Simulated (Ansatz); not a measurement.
Start from `C#[C][InH2]` and change one atom or group to get `C#[C][InH][Cl]`.

Ansatz, PBE0-D4/def2-TZVP geometries, multiplicity 1. 

Elements past krypton have def2 core potentials.

```csv
property,`C#[C][InH2]`
HOMO energy (PBE/def2-TZVPP) / eV,-6.59
HOMO energy (ωB97M-V/def2-TZVPP) / eV,-9.97
size of the dipole moment (ωB97M-V/def2-TZVPP) / D,0.34
size of the dipole moment (PBE/def2-TZVPP) / D,0.24
zero-point energy (PBE0-D4/def2-TZVP) / kJ/mol,78.1
HOMO–LUMO gap (ωB97M-V/def2-TZVPP) / eV,9.51
```

Q: What does the change do to each property? (An estimate is asked.)

A: Computed: 
```
                                          property  `C#[C][InH][Cl]`  shift
                 HOMO energy (PBE/def2-TZVPP) / eV             -7.15  -0.56
             HOMO energy (ωB97M-V/def2-TZVPP) / eV            -10.61  -0.64
size of the dipole moment (ωB97M-V/def2-TZVPP) / D              2.66   2.32
    size of the dipole moment (PBE/def2-TZVPP) / D              2.50   2.26
    zero-point energy (PBE0-D4/def2-TZVP) / kJ/mol              66.6  -11.5
           HOMO–LUMO gap (ωB97M-V/def2-TZVPP) / eV             10.15   0.64
```

With PBE0 the HOMO falls by 0.61 eV and the LUMO falls by 0.07 eV, so the gap widens by about 0.54 eV. PBE moves the HOMO by -0.56 eV and ωB97M-V by -0.64 eV. Dipoles are sizes alone; their direction can turn.
